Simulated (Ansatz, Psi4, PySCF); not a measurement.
CuI, singlet, geometry from GFN2-xTB (such geometries of metal compounds can be far from the true shape) (core potentials on I). Base run: BLYP/def2-SVP (PySCF).

Here is a job for PySCF.
```python
from pyscf import gto, scf, dft

mol = gto.Mole()
mol.atom = '''
    Cu   -0.000000   -0.000000   -1.554080
    I     0.000000    0.000000    0.850346
'''
mol.basis = 'def2-svp'
mol.ecp = {'I': 'def2-svp'}
mol.charge = 0
mol.spin = 0
mol.verbose = 4
mol.build()

mf = dft.RKS(mol)
mf.xc = 'blyp'
mf.kernel()
```

The same geometry, method and basis name were run in Ansatz (an electronic-structure program) and Psi4 and PySCF, at each program's defaults and at the settings that a row names. The base is PySCF at its defaults. Differences at the defaults can come from grids, fitting, cores and function types together.

| code and settings | ΔE vs base (mEh) | basis functions | E (Eh) | SCF cycles | dipole (D) |
|---|---|---|---|---|---|
| PySCF, defaults (exact integrals, its default grid, spherical functions) | 0.000 | 57 | -1938.04848 | 22 | 4.04 |
| Psi4, defaults (density fitting with its default set, its default grid, spherical functions) | -0.046 | 57 | -1938.04853 | 11 | 4.04 |
| Ansatz, defaults (factorised integrals, its default grid, spherical functions) | -0.010 | 57 | -1938.04849 | - | - |
| PySCF, density fitting with def2-universal-jkfit | -0.031 | 57 | -1938.04851 | 22 | 4.04 |
| PySCF, fine grid | -0.009 | 57 | -1938.04849 | 22 | 4.04 |
| Psi4, exact integrals, spherical functions, fine grid | -0.011 | 57 | -1938.04849 | 14 | 4.04 |
| Ansatz, high accuracy | -0.009 | 57 | -1938.04849 | - | - |
